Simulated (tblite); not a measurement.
A tight-binding relaxation on `[GeH3][CH2]C1=CC[Se]C1`.

Computed with GFN2-xTB geometry optimisation, gas phase (tblite 0.8.0). Start geometry: from a force field or distance geometry. A driver script takes a list of jobs; this job's settings line and coordinates (Å) are shown.

Command:
```bash
OMP_NUM_THREADS=1 python probes_run.py task.json out
```

Input:
```
{"job": {"kind": "relax", "xc": "GFN2-xTB", "basis": "xTB"}, "charge": 0, "multiplicity": 1}
Ge     2.528200     0.116800     0.037600
C      0.963100    -0.078100    -1.071300
C     -0.334500     0.001700    -0.256700
C     -1.179500    -0.945400    -0.226200
C     -2.430700    -0.825300     0.575800
Se    -1.821800     0.563500     1.827000
C     -0.609600     1.270700     0.465800
H      2.690500    -1.169900     0.877100
H      2.308600     1.283900     1.013100
H      3.760000     0.353300    -0.878000
H      0.956800    -0.987500    -1.678100
H      0.942400     0.770600    -1.758300
H     -1.017900    -1.927900    -0.753200
H     -3.205500    -0.389700    -0.056500
H     -2.705700    -1.736300     1.105700
H      0.297700     1.707100     0.929600
H     -1.149300     2.004600    -0.163300
```

Output:
```
step      E/eV     max force
  0    -567.30021    4.945
  1    -567.43463    4.026
  2    -567.61482    1.028
  3    -567.67157    0.717
  4    -567.70897    0.794
  5    -567.73818    0.356
  6    -567.74734    0.266
  7    -567.75994    0.300
  8    -567.76782    0.289
  9    -567.77615    0.320
... (66 lines left out)
 76    -567.87327    0.034
 77    -567.87337    0.024
 78    -567.87345    0.017
 79    -567.87350    0.014
 80    -567.87354    0.017
 81    -567.87358    0.017
 82    -567.87363    0.019
 83    -567.87366    0.018
 84    -567.87368    0.010
 85    -567.87369    0.009
```

«max force» is the largest atomic force in eV/Å.

**Question.** From which step on does the largest force stay under 0.1 eV/Å, and how much energy is left to gain from there?

**Answer.** From step 43 (0.068 eV/Å), 9.5 meV above the end.

Summary of the converged run: energy lowered by 13.2 kcal/mol over 85 steps; largest atomic force 0.009 eV/Å at the end.

**Question.** Estimate the wall time. Hardware: AMD EPYC 7R43, one thread, on a shared host.

**Answer.** About 1.7 s.
Labels such as C1 count atoms from 1, the log's own numbers from 0.
